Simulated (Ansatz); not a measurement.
Li₄S₂, relaxed as a singlet with RKS PBE0-D4/def2-TZVP in Ansatz, starting from the GFN1-xTB geometry. Force threshold 0.02 eV/Å.

The structure comes from a short search, and lower isomers may exist.

Start:

```xyz
6

Li    3.052    1.391   -0.944
Li    1.052   -0.873    0.859
Li   -0.558    0.294   -0.538
Li   -2.658   -1.206    1.395
S    -2.542    0.448    0.257
S     1.655   -0.054   -1.029
```

```json
{"step": "1", "energy (eV)": "-22484.9586", "largest force component (eV/Å)": "1.010", "SCF passes": "18"}
{"step": "2", "energy (eV)": "-22485.2513", "largest force component (eV/Å)": "0.564", "SCF passes": "21"}
{"step": "3", "energy (eV)": "-22485.4907", "largest force component (eV/Å)": "0.564", "SCF passes": "20"}
{"step": "4", "energy (eV)": "-22485.7451", "largest force component (eV/Å)": "0.682", "SCF passes": "20"}
{"step": "5", "energy (eV)": "-22486.0387", "largest force component (eV/Å)": "0.728", "SCF passes": "20"}
{"step": "6", "energy (eV)": "-22486.3352", "largest force component (eV/Å)": "0.557", "SCF passes": "20"}
{"step": "7", "energy (eV)": "-22486.4323", "largest force component (eV/Å)": "0.333", "SCF passes": "19"}
{"step": "8", "energy (eV)": "-22486.4729", "largest force component (eV/Å)": "0.075", "SCF passes": "19"}
{"step": "9", "energy (eV)": "-22486.4793", "largest force component (eV/Å)": "0.014", "SCF passes": "19"}
{"step": "10", "energy (eV)": "-22486.4793", "largest force component (eV/Å)": "0.056", "SCF passes": "20"}
{"step": "11", "energy (eV)": "-22486.4799", "largest force component (eV/Å)": "0.020", "SCF passes": "20"}
```

Force components are those of the run's own axes.

End:

| atom | x (Å) | y (Å) | z (Å) |
| --- | --- | --- | --- |
| Li1 | 3.084 | 1.402 | -1.111 |
| Li2 | 0.564 | -0.441 | 0.988 |
| Li3 | -0.554 | 0.407 | -1.008 |
| Li4 | -3.110 | -1.362 | 1.144 |
| S5 | -1.628 | 0.098 | 0.952 |
| S6 | 1.644 | -0.103 | -0.965 |

Bonds formed: Li2–S5 (atoms count from 1). The end is the same structure that another start reached.

The force fell under the threshold at step 9, but the optimiser went on. No frequencies were taken in this run, so the end may be a saddle point.

It took 15 s on 4 threads of Arm Neoverse V1 on a shared host.
